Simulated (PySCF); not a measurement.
Ligands exchanged one at a time, B I-SH. Isolated molecules, 0 K electronic values unless said otherwise. One relaxed conformer stands for each flexible species; it need not be the lowest. Strings in code marks are SMILES.

The HOMO from two functionals at the same geometries (PBE0-D3(BJ)/def2-TZVP), both in PySCF: PBE-D3(BJ)/def2-TZVP and TPSSh-D3(BJ)/def2-TZVP. 

```
species                                                    TPSSh-D3(BJ)/def2-TZVP (eV)
---------------------------------------------------------  ---------------------------
0 of 3 I replaced by SH                                                          -6.80
1 of 3 I replaced by SH (`SB(I)I` (H–S–B–I torsion 180°))                        -6.94
2 of 3 I replaced by SH                                                          -7.08
3 of 3 I replaced by SH                                                          -6.92
```

Q: What does PBE-D3(BJ)/def2-TZVP give for each?

A: 
- 0 of 3 I replaced by SH: -6.25
- 1 of 3 I replaced by SH (`SB(I)I` (H–S–B–I torsion 180°)): -6.40
- 2 of 3 I replaced by SH: -6.55
- 3 of 3 I replaced by SH: -6.36
Over these rows, drawn at random from the members with no instability flagged (it was tested for open shells, ions and some series alone), PBE minus TPSSh-D3(BJ): mean +0.55 eV, from +0.54 eV to +0.56 eV.
